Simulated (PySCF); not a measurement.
# Electron correlation in Al (aluminium, neutral)

[Ne] 3s1 3p1 4s1, high-spin 4P determinant (an excited configuration). Calculation: PySCF 2.14, in aug-cc-pV(T+d)Z with one added diffuse shell each of s, p, d, f type (7s6p5d3f, 71 functions); the non-relativistic Hamiltonian (point nucleus). Frozen: [Ne]; 3 electrons correlated.

MP2 pair energies summed by pair of shells (mhartree):

```tsv
pair	energy	share (%)
3s-3p	-2.50	42.7
3p-4s	-2.02	34.6
3s-4s	-1.33	22.8
```

Total MP2 correlation energy: -5.85 mhartree.

Same-spin part -5.85 and opposite-spin part 0.00 mhartree; SCS-MP2 scales them by 1/3 and 6/5 to -1.95 mhartree.
